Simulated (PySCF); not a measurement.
# Correlation energy of Pd (palladium, neutral)

[Kr] 4d10, closed-shell 1S. Computed with PySCF 2.14 in aug-cc-pVTZ-DK, with scalar relativity by spin-free X2C-1e. Frozen: [Kr]; 10 electrons correlated.

| level | correlation energy (mhartree) |
| --- | --- |
| CCSD | -342.40 |
| (T) | -18.31 |
| CCSD(T) | -360.71 |

Diagnostics: T1 = 0.0075, D1 = 0.0106, largest double amplitude 0.019.

Cost of the coupled-cluster step: roughly 15 core-seconds, for 10 correlated electrons.
